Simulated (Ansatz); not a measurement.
Reaction (cleavage of the Si–Si bond): `N[SiH]([SiH3])CCl` + CH₃NH₂ → `CN[SiH3]` + `N[SiH2]CCl`

Gas-phase electronic energies from Ansatz, PBE0-D4/def2-TZVP geometries. CCSD(T)/CBS is the MP2 limit (def2-TZVPP, def2-QZVPP) plus CCSD(T) − MP2 in def2-TZVPP, frozen cores. Functionals use def2-TZVPP. One conformer a species, not always the lowest.

```csv
level,ΔE (kcal/mol),difference from CCSD(T)/CBS
ωB97X-V,-11.3,0.2
ωB97M-V,-12.5,-1.0
B2PLYP,-12.8,-1.3
PBE,-7.7,3.8
r2SCAN,-10.7,0.8
PBE0,-9.1,2.4
CCSD/def2-TZVPP,-12.2,-0.7
CCSD(T)/def2-TZVPP,-11.6,-0.1
SCS-MP2/def2-QZVPP,-14.1,-2.6
MP2/CBS(def2),-13.2,-1.7
CCSD(T)/CBS,-11.5,0
```

Largest T1 diagnostic among the species: 0.011.

In def2-TZVPP, CCSD(T) changes the Hartree–Fock value by +4.6 kcal/mol (the triples alone add +0.7 kcal/mol) and MP2 by +2.9 kcal/mol. The D4 term adds +1.0 kcal/mol with B3LYP and +0.6 kcal/mol with PBE0; it sums over pairs of atoms, weighted by their polarisabilities, and B3LYP, whose exchange is more repulsive, gets the larger term. From PBE to PBE0 (25 % exact exchange), in def2-TZVPP and without D4, ΔE moves by −1.4 kcal/mol.

B3LYP here is the variant with VWN-RPA as its local correlation; programs differ in this.
